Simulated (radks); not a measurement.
Task: Species: Pd7+. Configuration: [Kr] 4d3. Calculated with a radial shooting solver on a logarithmic mesh with Libxc functionals: scalar-relativistic Kohn-Sham, PBEsol, spin-polarised, spherical densities, finite nucleus; open shells are filled with parallel spins first (spin-orbit coupling, left out, can overturn this in heavy ions); Fermi nuclear charge, rms radius 4.5318 fm. Some entries of the table are withheld. Estimate them.

| orbital | occ. | eigenvalue (eV) | <r> (bohr) |
|---|---|---|---|
| 1s up | 1 | -24275.17 | 0.03187 |
| 1s down | 1 | -24275.17 | 0.03187 |
| 2s up | 1 | -3651.793 | 0.1384 |
| 2s down | 1 | -3651.017 | 0.1384 |
| 2p up | 3 | -3287.564 | 0.1207 |
| 2p down | 3 | -3286.970 | 0.1206 |
| 3s up | 1 | -758.4668 | 0.3792 |
| 3s down | 1 | -758.0286 | 0.3791 |
| 3p up | 3 | -638.8179 | 0.3784 |
| 3p down | 3 | -638.3234 | 0.3783 |
| 3d up | 5 | (1) | 0.3568 |
| 3d down | 5 | (2) | 0.3566 |
| 4s up | 1 | -202.1683 | 0.9108 |
| 4s down | 1 | -198.9183 | 0.9087 |
| 4p up | 3 | -166.0821 | (3) |
| 4p down | 3 | -162.7278 | (4) |
| 4d up | 3 | -111.9044 | 1.124 |
| 4d down | 0 | -108.5228 | 1.127 |

Result: 
(1) 3d up eigenvalue (eV): -448.9829
(2) 3d down eigenvalue (eV): -448.2529
(3) 4p up <r> (bohr): 0.9751
(4) 4p down <r> (bohr): 0.9736
